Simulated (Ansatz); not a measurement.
One change: `BCC#C` becomes `BC([SiH3])C#C`.

Ansatz, PBE0-D4/def2-TZVP geometries, multiplicity 1. 

| property | `BCC#C` |
| --- | --- |
| HOMO–LUMO gap (ωB97M-V/def2-TZVPP) / eV | 10.16 |
| size of the dipole moment (B3LYP/def2-TZVPP) / D | 0.81 |
| HOMO–LUMO gap (B3LYP/def2-TZVPP) / eV | 5.47 |
| HOMO energy (ωB97M-V/def2-TZVPP) / eV | -9.82 |
| HOMO–LUMO gap (PBE0/def2-TZVPP) / eV | 5.95 |
| size of the dipole moment (ωB97M-V/def2-TZVPP) / D | 0.80 |

Problem. Give the same properties after the change, and the shifts. (Estimate.)

Solution. Ansatz gave: 
```
                                          property  `BC([SiH3])C#C`  shift
           HOMO–LUMO gap (ωB97M-V/def2-TZVPP) / eV             9.88  -0.28
  size of the dipole moment (B3LYP/def2-TZVPP) / D             0.82   0.01
             HOMO–LUMO gap (B3LYP/def2-TZVPP) / eV             5.36  -0.11
             HOMO energy (ωB97M-V/def2-TZVPP) / eV            -9.62   0.20
              HOMO–LUMO gap (PBE0/def2-TZVPP) / eV             5.79  -0.16
size of the dipole moment (ωB97M-V/def2-TZVPP) / D             0.80   0.00
```

Dipoles are sizes alone; their direction can turn.

B3LYP here is the variant with VWN-RPA as its local correlation; programs differ in this.
